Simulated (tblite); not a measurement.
Run record: tight-binding relaxation, `C[SiH2][C@]1(C(=O)O)C[C@@H](C)C1`.

Computed with GFN2-xTB geometry optimisation, gas phase (tblite 0.8.0). Start geometry: from a force field or distance geometry. The command runs a driver script over a list of jobs; the input below is this job's line of settings and its coordinates in Å.

Command:
```bash
OMP_NUM_THREADS=1 python probes_run.py task.json out
```

Input:
```
{"job": {"kind": "relax", "xc": "GFN2-xTB", "basis": "xTB"}, "charge": 0, "multiplicity": 1}
C     -3.332000    -0.177500    -0.385500
Si    -1.695700    -1.002500    -0.164000
C     -0.247900     0.178600    -0.145600
C     -0.604100     1.614900    -0.029500
O     -1.765300     2.073900    -0.146600
O      0.452000     2.483900     0.268100
C      0.741800     0.003200    -1.263000
C      1.609000    -0.841400    -0.364700
C      3.039000    -0.415100    -0.180100
C      0.783900    -0.356300     0.807200
H     -3.506400     0.604100     0.372400
H     -4.124700    -0.977100    -0.281800
H     -3.412300     0.224700    -1.418300
H     -1.504700    -2.112700    -1.109000
H     -1.733300    -1.602100     1.202700
H      0.337800     3.479600     0.393100
H      0.403200    -0.408000    -2.203800
H      1.262300     0.972400    -1.416400
H      1.478300    -1.916300    -0.606400
H      3.314500     0.433700    -0.813300
H      3.657300    -1.298600    -0.376100
H      3.152400    -0.140100     0.905000
H      0.437400    -1.243200     1.389100
H      1.245900     0.441600     1.407400
```

Output:
```
step      E/eV     max force
  0    -869.32265    4.154
  1    -869.62694    4.669
  2    -869.82119    0.818
  3    -869.90733    0.805
  4    -870.04555    0.734
  5    -870.09544    0.508
  6    -870.13476    0.314
  7    -870.15137    0.253
  8    -870.16757    0.301
  9    -870.18212    0.331
... (192 lines left out)
202    -870.61121    0.021
203    -870.61130    0.022
204    -870.61139    0.029
205    -870.61145    0.020
206    -870.61151    0.015
207    -870.61156    0.012
208    -870.61159    0.012
209    -870.61162    0.013
210    -870.61166    0.011
211    -870.61168    0.010
```

«max force» is the largest atomic force in eV/Å.

Q: From which step on does the largest force stay under 0.1 eV/Å, and how much energy is left to gain from there?

A: From step 123 (0.032 eV/Å), 11.7 meV above the end.

Summary of the converged run: energy lowered by 29.7 kcal/mol over 211 steps; largest atomic force 0.010 eV/Å at the end.

Q: Give the final coordinates.

A: 0.906 Å rms from the input after alignment:
```
atom  x, y, z in Å
C1    -3.1143   -0.1849   -0.9059
Si2   -1.8315   -0.7396    0.3714
C3    -0.1813    0.1822    0.0549
C4    -0.4620    1.6325    0.1636
O5    -0.6151    2.3991   -0.7548
O6    -0.5864    2.0342    1.4467
C7     0.5655   -0.2306   -1.2247
C8     1.6679   -0.8738   -0.3663
C9     3.0813   -0.3868   -0.6306
C10    0.9972   -0.3302    0.9070
H11   -3.2681    0.8900   -0.8662
H12   -4.0723   -0.6658   -0.7345
H13   -2.7975   -0.4276   -1.9166
H14   -1.5270   -2.1696    0.2260
H15   -2.2558   -0.4461    1.7435
H16   -0.7952    2.9804    1.4740
H17    0.0332   -0.9096   -1.8882
H18    0.9019    0.6293   -1.8029
H19    1.6405   -1.9645   -0.4102
H20    3.1179    0.7004   -0.6061
H21    3.4221   -0.7200   -1.6089
H22    3.7637   -0.7729    0.1242
H23    0.7435   -1.0754    1.6585
H24    1.5599    0.4688    1.3872
```

Q: How long does this job take on one thread, Arm Neoverse V1 (aarch64) (shared host)?

A: About 2.2 s.
Labels such as C1 count atoms from 1, the log's own numbers from 0.
